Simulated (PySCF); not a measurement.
C$_{3}$H$_{2}$F$_{4}$, charge -1, doublet, at the geometry of the source list (a state made from the parent by changing its charge; the spin is typed, not shown lowest) (a gas-phase anion, which may not be bound at this level); CASSCF(5,5)/STO-3G run with PySCF.

PySCF was given this input:
```python
from pyscf import gto, scf, mcscf
import numpy

mol = gto.M(
    atom='''
C     1.35920000   -0.36380000   -0.28160000
C     0.37270000    0.31320000    0.27120000
F     0.58510000    1.32490000    1.12640000
C    -1.10350000    0.06690000    0.03700000
F    -1.74640000   -0.26430000    1.16270000
F    -1.72250000    1.14140000   -0.46540000
F    -1.29090000   -0.93460000   -0.83060000
H     1.16540000   -1.16920000   -0.96420000
H     2.38100000   -0.11450000   -0.05550000
''',
    basis='sto-3g',
    charge=-1,
    spin=1,
    verbose=4,
)

mf = scf.ROHF(mol)
mf.kernel()
mc = mcscf.CASSCF(mf, 5, 5)
mc.fix_spin_(ss=0.75)
mc.kernel()
occ = numpy.linalg.eigvalsh(mc.fcisolver.make_rdm1(mc.ci, mc.ncas, mc.nelecas))[::-1]
ss = mc.fcisolver.spin_square(mc.ci, mc.ncas, mc.nelecas)[0]
print('natural occupations', occ.round(4), ' <S^2>', round(ss, 4))
```

What the program printed (banner, timings and long lists left out):

```
PySCF version 2.14.0

[INPUT] verbose = 4
[INPUT] num. atoms = 9
[INPUT] num. electrons = 57
[INPUT] charge = -1
[INPUT] spin (= nelec alpha-beta = 2S) = 1
[INPUT] symmetry False subgroup None
[INPUT] Mole.unit = angstrom
[INPUT] Symbol           X                Y                Z      unit          X                Y                Z       unit  Magmom
[...]
nuclear repulsion = 332.389614449471
number of shells = 23
number of NR pGTOs = 111
number of NR cGTOs = 37
basis = sto-3g
ecp = {}

******** <class 'pyscf.scf.rohf.ROHF'> ********
method = ROHF
initial guess = minao
damping factor = 0
level_shift factor = 0
DIIS = <class 'pyscf.scf.diis.CDIIS'>
diis_start_cycle = 1
diis_space = 8
diis_damp = 0
SCF conv_tol = 1e-09
SCF conv_tol_grad = None
SCF max_cycles = 50
direct_scf = True
direct_scf_tol = 1e-13
num. doubly occ = 28  num. singly occ = 1
Set gradient conv threshold to 3.16228e-05
init E= -506.734337669091
[...]
cycle= 1 E= -505.044075117943  delta_E= 1.69  |g|= 0.752  |ddm|= 2.97
[...]
cycle= 2 E= -505.237021715631  delta_E= -0.193  |g|= 0.205  |ddm|= 0.868
[...]
cycle= 3 E= -505.252905773536  delta_E= -0.0159  |g|= 0.0474  |ddm|= 0.257
[...]
cycle= 4 E= -505.254352855219  delta_E= -0.00145  |g|= 0.00843  |ddm|= 0.0924
[...]
cycle= 5 E= -505.254385951041  delta_E= -3.31e-05  |g|= 0.00163  |ddm|= 0.0118
[...]
cycle= 6 E= -505.254387741868  delta_E= -1.79e-06  |g|= 0.000389  |ddm|= 0.00286
[...]
cycle= 7 E= -505.254387838977  delta_E= -9.71e-08  |g|= 0.000143  |ddm|= 0.000616
[...]
cycle= 8 E= -505.254387859984  delta_E= -2.1e-08  |g|= 6.79e-05  |ddm|= 0.000305
[...]
cycle= 9 E= -505.254387864675  delta_E= -4.69e-09  |g|= 1.83e-05  |ddm|= 0.000174
[...]
cycle= 10 E= -505.254387865087  delta_E= -4.12e-10  |g|= 5.07e-06  |ddm|= 5.44e-05
[...]
Extra cycle  E= -505.254387865106  delta_E= -1.9e-11  |g|= 2.12e-06  |ddm|= 7.54e-06
converged SCF energy = -505.254387865106

******** <class 'pyscf.mcscf.mc1step.CASSCF'> ********
CAS (3e+2e, 5o), ncore = 26, nvir = 6
max_cycle_macro = 50
max_cycle_micro = 4
conv_tol = 1e-07
conv_tol_grad = None
orbital rotation max_stepsize = 0.02
orbital rotation threshold for CI restart = 0.01
augmented hessian ah_max_cycle = 30
augmented hessian ah_conv_tol = 1e-12
augmented hessian ah_linear dependence = 1e-14
augmented hessian ah_level shift = 1e-08
augmented hessian ah_start_tol = 2.5
augmented hessian ah_start_cycle = 3
augmented hessian ah_grad_trust_region = 3
kf_trust_region = 3
kf_interval = 4
ci_response_space = 4
[...]
CASCI E = -505.256375559532  S^2 = 0.7500000
[...]
macro iter  15 ( 17 JK    4 micro), CASSCF E = -505.289245853949  dE = -2.25132202e-03  S^2 = 0.7500000
               |grad[o]|=0.0102  |grad[c]|=0.00668  |ddm|=0.00858  |maxRot[o]|=0.0676
macro iter  16 ( 11 JK    3 micro), CASSCF E = -505.291146791141  dE = -1.90093719e-03  S^2 = 0.7500000
               |grad[o]|=0.00895  |grad[c]|=0.00501  |ddm|=0.00746  |maxRot[o]|=0.0704
macro iter  17 ( 20 JK    4 micro), CASSCF E = -505.291423899616  dE = -2.77108475e-04  S^2 = 0.7500000
               |grad[o]|=0.00679  |grad[c]|=0.0111  |ddm|=0.00436  |maxRot[o]|=0.0147
macro iter  18 ( 21 JK    4 micro), CASSCF E = -505.291343848086  dE =  8.00515299e-05  S^2 = 0.7500000
               |grad[o]|=0.00644  |grad[c]|=0.013  |ddm|=0.00451  |maxRot[o]|=0.0181
macro iter  19 ( 19 JK    4 micro), CASSCF E = -505.291970370747  dE = -6.26522662e-04  S^2 = 0.7500000
               |grad[o]|=0.00659  |grad[c]|=0.00529  |ddm|=0.00338  |maxRot[o]|=0.0309
macro iter  20 ( 17 JK    4 micro), CASSCF E = -505.292439345065  dE = -4.68974318e-04  S^2 = 0.7500000
               |grad[o]|=0.00528  |grad[c]|=0.00517  |ddm|=0.00263  |maxRot[o]|=0.0304
macro iter  21 ( 18 JK    4 micro), CASSCF E = -505.292779513250  dE = -3.40168185e-04  S^2 = 0.7500000
               |grad[o]|=0.00395  |grad[c]|=0.00744  |ddm|=0.0018  |maxRot[o]|=0.0334
macro iter  22 ( 11 JK    4 micro), CASSCF E = -505.292931209425  dE = -1.51696175e-04  S^2 = 0.7500000
               |grad[o]|=0.00258  |grad[c]|=0.00379  |ddm|=0.00121  |maxRot[o]|=0.0215
macro iter  23 ( 10 JK    4 micro), CASSCF E = -505.292986373585  dE = -5.51641595e-05  S^2 = 0.7500000
               |grad[o]|=0.00142  |grad[c]|=0.00118  |ddm|=0.000642  |maxRot[o]|=0.0134
macro iter  24 (  3 JK    1 micro), CASSCF E = -505.292991701598  dE = -5.32801312e-06  S^2 = 0.7500000
               |grad[o]|=0.000432  |grad[c]|=0.000695  |ddm|=0.000189  |maxRot[o]|=0.00542
macro iter  25 (  3 JK    1 micro), CASSCF E = -505.292991741286  dE = -3.96887003e-08  S^2 = 0.7500000
               |grad[o]|=7.01e-05  |grad[c]|=0.000103  |ddm|=3.18e-05  |maxRot[o]|=0.000445
1-step CASSCF converged in  25 macro (444 JK  93 micro) steps
CASSCF canonicalization
Density matrix diagonal elements [1.9776001  1.97919412 1.00014501 0.02231354 0.02074724]
CASSCF energy = -505.292991741286
CASCI E = -505.292991741286  E(CI) = -5.66603713682343  S^2 = 0.7500000
natural occupations [1.981  1.9763 1.0002 0.0232 0.0193]  <S^2> 0.75
```
